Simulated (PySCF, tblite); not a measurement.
Isomers of C5H6N2PSi (doublet state), one GFN2-xTB conformer each. Single-point energies are computed at B3LYP/pcH-1 (PySCF, gas phase, no added dispersion term), electronic only. GFN2-xTB treats the open shell by occupation alone, and not every SCF solution was tested for stability.

```csv
SMILES,GFN2-xTB relative energy (kcal/mol)
C#Cc1nccn1[SiH2][PH],0.0
C#Cc1nccn1[SiH]P,6.8
```

Conformers: `[CH:1]#[C:2][c:3]1[n:4][cH:5][cH:6][n:7]1[SiH2:8][PH:9]` (doublet state) with C6–N7–Si8–P9 -7°, N7–Si8–P9–H 173°; `[CH:1]#[C:2][c:3]1[n:4][cH:5][cH:6][n:7]1[SiH:8][PH2:9]` (doublet state) with C6–N7–Si8–P9 -158°, N7–Si8–P9–H 170° and -97°.

Problem. What does B3LYP/pcH-1 give for the same structures?

Solution. 
```
              SMILES  B3LYP/pcH-1 E (Eh)  B3LYP/pcH-1 (kcal/mol)  GFN2-xTB (kcal/mol)  point group
C#Cc1nccn1[SiH2][PH]          -934.43735                     0.0                  0.0      near Cs
    C#Cc1nccn1[SiH]P          -934.42420                     8.3                  6.8           C1
```

Both levels put the same isomer lowest. 

Problem. What happens when harmonic zero-point energies from GFN2-xTB frequencies are added?

Solution. 
```json
{"SMILES": "C#Cc1nccn1[SiH2][PH]", "ZPE (kcal/mol)": "57.8", "electronic (kcal/mol)": "0.0", "with ZPE (kcal/mol)": "0.0"}
{"SMILES": "C#Cc1nccn1[SiH]P", "ZPE (kcal/mol)": "58.7", "electronic (kcal/mol)": "8.3", "with ZPE (kcal/mol)": "9.1"}
```

The zero-point energies span 0.9 kcal/mol. The order is unchanged.
